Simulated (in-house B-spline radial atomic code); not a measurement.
# Binding energies in La VIII (La7+)

NIST's tabulated ground configuration is [Kr] 4d10 5s2 5p2; each binding energy is the energy of the ion with one electron taken from that subshell, relaxed, less that of the parent. Level of theory: Dirac-Hartree-Fock, average of configuration, Fermi nucleus of rms radius 4.855 fm; calculated with a B-spline radial code for spherical atoms. Energies include first-order Breit, QED and recoil terms.

```tsv
subshell	X-ray name	binding energy (eV)	-ε (eV)	relaxation (eV)
1s	K	39029.8	39243.2	66.0
2s	L1	6377.6	6427.5	33.8
3s	M1	1473	1489.0	13.2
3d3/2	M4	954.6	970.3	15.0
3d5/2	M5	937.8	952.8	14.7
4s	N1	384	388.0	3.4
4d3/2	N4	203.3	206.1	2.8
4d5/2	N5	200.3	203.0	2.7
5s	O1	121.8	122.3	0.3
5p	O2,3	102.7	103.0	0.3
```

Relaxation = -ε minus the binding energy without Breit, QED and recoil terms.

What does it cost to remove both a 4d3/2 and a 5p electron?

323.42 eV, which is 17.43 eV more than the two single binding energies together.

What does it cost to remove both a 3d3/2 and a 4s electron?

1373.5 eV, which is 34.94 eV more than the two single binding energies together.

What does it cost to remove both a 3d3/2 and a 5p electron?

1075.7 eV, which is 18.45 eV more than the two single binding energies together.
